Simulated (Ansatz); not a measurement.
C$_{3}$H$_{10}$BN, SMILES `CBN(C)C`. Charge 0, multiplicity 1.

```xyz
15

C    -1.5189    0.4510    1.4704
B    -1.0471   -0.1760    0.1108
N     0.2554   -0.1513   -0.3876
C     0.6079   -0.7536   -1.6529
C     1.3917    0.4553    0.2639
H    -2.3212    1.1731    1.2807
H    -1.9738   -0.3274    2.0935
H    -0.7569    0.9522    2.0703
H    -1.8582   -0.7337   -0.5821
H    -0.2746   -1.1984   -2.1091
H     1.3669   -1.5339   -1.5183
H     1.0223   -0.0067   -2.3411
H     1.1023    0.9005    1.2128
H     2.1740   -0.2890    0.4551
H     1.8302    1.2381   -0.3665
```

List the harmonic frequencies (cm⁻¹, unscaled) at PBE0-D4/def2-TZVP in Ansatz. (Estimate.)

Computed: 88, 154, 197, 245, 282, 346, 412, 479, 716, 736, 915, 955, 1023, 1076, 1097, 1121, 1177, 1207, 1273, 1333, 1431, 1442, 1454, 1469, 1475, 1482, 1488, 1495, 1569, 2560, 3012, 3019, 3036, 3058, 3063, 3091, 3125, 3157, 3169.

Is this a minimum?

Yes, all 39 modes are real.

Give the ideal-gas thermochemistry at 298.15 K and 1 bar (rigid rotor, harmonic oscillator; point group Cs, symmetry number 1).

Zero-point energy 349.5 kJ/mol; H(298) − E = 370.7 kJ/mol; entropy 336.8 J/(mol·K), of which translation 162.0, rotation 108.2, vibration 66.6; G(298) − E = 270.3 kJ/mol. Modes under 100 cm⁻¹ are hindered rotations or soft bends, so the harmonic entropy is rough.

And at 400, 500, 600, 800 and 1000 K?


| T (K) | H − E (kJ/mol) | S (J/mol/K) | G − E (kJ/mol) |
| --- | --- | --- | --- |
| 400 | 383.5 | 373.5 | 234.1 |
| 500 | 398.8 | 407.6 | 195.0 |
| 600 | 416.6 | 440.0 | 152.6 |
| 800 | 458.4 | 499.7 | 58.6 |
| 1000 | 506.5 | 553.4 | -46.8 |
